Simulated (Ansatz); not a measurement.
Ansatz (an electronic-structure program) input:
A basis named .json is the Basis Set Exchange file of that set.

Ansatz 0.2 input:
```yaml
crystal:
  periodic: [false, false, false]
  atoms:
    - {symbol: Ru, position_ang: [-0.00145331, -0.15386375, 0.06442727]}
    - {symbol: F, position_ang: [-1.78646671, -0.55800695, -0.22565879]}
    - {symbol: F, position_ang: [0.01482567, 1.56961481, -0.65724384]}
    - {symbol: F, position_ang: [1.77874610, -0.25938510, 0.56792486]}
basis:
  gaussian:
    orbitals: def2-TZVPPD.json
    fitting: {mean_field: def2-universal-jkfit, correlation: def2-TZVPPD-RIFIT.json}
total_charge: -1
magnetization: {spin_polarized: true, initial_magnetization: 4}
correlation: {method: mp2, electrons: outside_noble_gas}
```

Question: Predict the final energy.

Answer: -393.71390 Eh (RI-MP2/def2-TZVPPD). The basis has 176 functions.

This state (charge -1, quintet) is run at the relaxed geometry of the species with charge 0 and multiplicity 4.
